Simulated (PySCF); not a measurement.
# `C[C@@H]1CO[Si@H](Cl)O1`, C3H7ClO2Si

Geometry (Å), atoms numbered from 1 in this order:
```xyz
14

C    -1.5982    0.2011    0.6043
C    -0.6224    0.1719   -0.5640
C     0.1806   -1.1502   -0.6117
O     1.4178   -0.9268    0.0069
Si    1.7926    0.6655    0.0141
Cl    2.3823    1.2359    1.8254
O     0.3185    1.2124   -0.4256
H    -1.0667   -0.0188    1.5277
H    -2.3867   -0.5319    0.4555
H    -2.0409    1.1904    0.6860
H    -1.1527    0.3340   -1.5086
H    -0.3324   -1.9536   -0.0804
H     0.3561   -1.4559   -1.6477
H     2.7514    1.0255   -1.0104
```

Method used: TDDFT PBE0/def2-SVPD circular dichroism and optical rotation, one conformer, gas phase in PySCF. Geometry: GFN2-xTB.

States above about 8.2 eV (minus the energy of the highest occupied orbital) lie near or above the ionisation threshold and depend on the basis. Singlets 6 and 7 lie within 0.01 eV of each other, so their separate moments and overlaps can depend on how they mix.

(1) Assign R or S to each stereocentre.

(2) List the lowest 12 singlet excitations with oscillator and rotatory strengths.

Results:

(1) C2 R, Si5 S.

(2) Rotatory strengths R in 10⁻⁴⁰ esu² cm², velocity form and length form (origin at the centre of mass); f in length form.
| state | E (eV) | λ (nm) | f | R (velocity) | R (length) | main |
| --- | --- | --- | --- | --- | --- | --- |
| 1 | 7.51 | 165 | 0.003 | +9.2 | +8.6 | HOMO→LUMO 0.87, HOMO→LUMO+1 0.10 |
| 2 | 7.61 | 163 | 0.020 | +2.4 | +2.5 | HOMO→LUMO+1 0.81, HOMO→LUMO 0.10 |
| 3 | 7.78 | 159 | 0.003 | +3.5 | +4.0 | HOMO→LUMO+2 0.69, HOMO−1→LUMO+1 0.16 |
| 4 | 8.07 | 154 | 0.024 | +56.7 | +54.6 | HOMO−1→LUMO+1 0.46, HOMO−1→LUMO 0.34 |
| 5 | 8.13 | 153 | 0.037 | -64.1 | -61.9 | HOMO−1→LUMO 0.58, HOMO−1→LUMO+1 0.27 |
| 6 | 8.39 | 148 | 0.025 | -31.0 | -31.0 | HOMO−2→LUMO 0.41, HOMO−2→LUMO+1 0.36 |
| 7 | 8.40 | 148 | 0.018 | +18.2 | +17.7 | HOMO→LUMO+3 0.73, HOMO→LUMO+6 0.11 |
| 8 | 8.44 | 147 | 0.037 | +11.9 | +13.2 | HOMO−1→LUMO+2 0.67, HOMO−2→LUMO+1 0.12 |
| 9 | 8.46 | 147 | 0.015 | +16.9 | +16.4 | HOMO−2→LUMO 0.46, HOMO−2→LUMO+1 0.41 |
| 10 | 8.64 | 143 | 0.016 | -18.8 | -19.1 | HOMO−2→LUMO+2 0.81 |
| 11 | 8.67 | 143 | 0.004 | -9.5 | -9.6 | HOMO→LUMO+5 0.66, HOMO→LUMO+4 0.16 |
| 12 | 8.72 | 142 | 0.004 | +2.3 | +2.8 | HOMO→LUMO+4 0.39, HOMO→LUMO+5 0.25 |

Among the states computed, the strongest CD band (largest |R|) is state 5. The largest dissymmetry factor in size, g = 4R/(D+G), with D and G the electric and magnetic dipole strengths, is -0.031 for state 11 (velocity form, f = 0.004), among bands with |R| over 0.5. The mirror image has the same energies and oscillator strengths and all R with the opposite sign.
